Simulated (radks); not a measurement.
The numbers below are computed, except where a source is named.
Polarisability of the phosphorus ion P+, [Ne] 3s2 3p2, at imaginary frequency. Level of theory: scalar-relativistic Kohn-Sham, LDA (Slater exchange, VWN5 correlation), spin-polarised, spherical densities, finite nucleus; open shells are filled with parallel spins first; Fermi nuclear charge, rms radius 3.1889 fm (a radial shooting solver on a logarithmic mesh with Libxc functionals). Response by self-consistent Sternheimer equations with the Hartree and adiabatic LDA kernel, the relativistic mass of each level held fixed and spin-orbit coupling left out.

w (hartree)  alpha1(iw) (bohr^3)
0.00266                    14.34
0.0143                     14.33
0.0360                     14.26
0.0697                     14.02
0.118                      13.46
0.186                      12.35
0.280                      10.52
0.413                      8.091
0.605                      5.497
0.892                      3.288
1.35                       1.750
2.12                      0.8399
3.59                      0.3657
6.94                      0.1365
17.5                     0.03144

Static values: alpha1 = 14.34 bohr^3 (2.125 angstrom^3; uncoupled 23.22). C6 = 73.65, triple-dipole C9 = 779.6 atomic units. One-pole (London) frequency 4 C6 / (3 alpha1^2) = 0.477 hartree, against 0.551 for minus the highest occupied eigenvalue.
